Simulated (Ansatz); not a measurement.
Fe (SMILES [Fe]), quintet; PBE0/pcseg-1 (Ansatz, an electronic-structure program).

Here is a job for Ansatz.
Ansatz 0.2 input:
```yaml
crystal:
  periodic: [false, false, false]
  atoms:
    - {symbol: Fe, position_ang: [0.00000000, 0.00000000, 0.00000000]}
basis:
  gaussian:
    orbitals: pcseg-1.json
hamiltonian:
  xc: pbe0
magnetization: {spin_polarized: true, initial_magnetization: 4}
```
The basis file holds pcseg-1 in the JSON format of the Basis Set Exchange.

The log (banner, timings and long lists left out):

```
Functional definition: PBE0
241 factors; integrals over basis functions are off by at most 2.5e-4 eV
mean field evaluation 1: about -34370.0869 eV, gradient 3.0e1 eV
mean field evaluation 2: about -34347.1307 eV, gradient 9.0e1 eV
mean field evaluation 4: about -34375.7756 eV, gradient 2.5e0 eV
mean field evaluation 8: about -34375.8098 eV, gradient 3.2e-2 eV
mean field evaluation 16: about -34375.8100 eV, gradient 5.7e-3 eV
mean field evaluation 32: about -34375.7923 eV, gradient 1.1e0 eV
mean field -34375.80998506 eV, -1263.2877161902 hartree, gradient 2.1e-6 eV, S^2 6.010159; 4 other end points of the search recorded, 0 dependent functions left out
reference -34375.81000387 eV, -1263.2877168815 hartree; 15, 11 occupied and 16, 20 virtual orbitals, 241 factors
Total energy: -34375.81000387 eV, -1263.2877168815 hartree
```
